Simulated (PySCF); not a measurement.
ZrCl3, SMILES [Cl][Zr]([Cl])[Cl] (connectivity only; charge and spin as stated), neutral, multiplicity 2.

Coordinates come from a r2SCAN-D4/def2-SVP optimisation. The multiplicity is an assumed one; other spin states were not compared. The isomer is the one that the SMILES or the coordinates give; other isomers of the formula were not compared. The def2 effective core potentials stand for the cores of Zr; spin–orbit coupling is left out.

Computed with r2SCAN-D4/def2-SVP (PySCF).

Frequencies are harmonic and unscaled.

Modes within 1.5 cm⁻¹ of each other (mostly degenerate sets) share a row, with their intensities summed.

Computed normal modes with their intensities:
```tsv
mode	ν (cm⁻¹)	IR (km/mol)	moving atoms (share of kinetic energy)
1	63	7.6	Zr 54 %, Cl 46 %
2–3	88	3.7	Cl 86 %, Zr 14 %
4	360	0.0	Cl 100 %
5–6	429	210.2	Cl 60 %, Zr 40 %
```
